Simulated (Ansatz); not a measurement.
C$_{2}$H$_{6}$AsN (`C=N[AsH]C`), relaxed with RKS PBE0-D4/def2-TZVP in the Gaussian-basis code of Ansatz from a PBE-D4/def2-SVP geometry. The force threshold is 0.005 eV/Å; the program also tests the step.

Total charge 0; spin multiplicity 1.

Start:

```xyz
10

C    -0.234    1.980    0.596
N    -0.043    0.790    1.014
As    1.185   -0.363    0.151
C    -0.166   -1.745   -0.284
H     0.232    2.431   -0.318
H    -0.920    2.649    1.164
H     1.177    0.298   -1.262
H    -0.482   -2.225    0.662
H     0.299   -2.508   -0.938
H    -1.048   -1.305   -0.786
```

| step | energy (eV) | largest force (eV/Å) | largest move (Å) |
| --- | --- | --- | --- |
| 1 | -64491.9465 | 1.001 | 0.000 |
| 2 | -64491.9967 | 0.165 | 0.042 |
| 3 (rejected) | -64491.9949 | 0.267 | 0.045 |
| 4 | -64491.9996 | 0.125 | 0.022 |
| 5 | -64491.9997 | 0.094 | 0.023 |
| 6 | -64492.0006 | 0.033 | 0.020 |
| 7 | -64492.0007 | 0.010 | 0.004 |
| 8 | -64492.0007 | 0.003 | 0.001 |

End:

```xyz
10

C    -0.228    1.963    0.587
N    -0.047    0.791    1.007
As    1.156   -0.355    0.156
C    -0.166   -1.733   -0.282
H     0.238    2.385   -0.317
H    -0.897    2.631    1.139
H     1.149    0.312   -1.231
H    -0.466   -2.221    0.645
H     0.300   -2.471   -0.936
H    -1.040   -1.303   -0.769
```

It took 26 s on 4 threads of an Arm Neoverse V1 on a shared host, with 0.43 GiB of host memory at the peak.
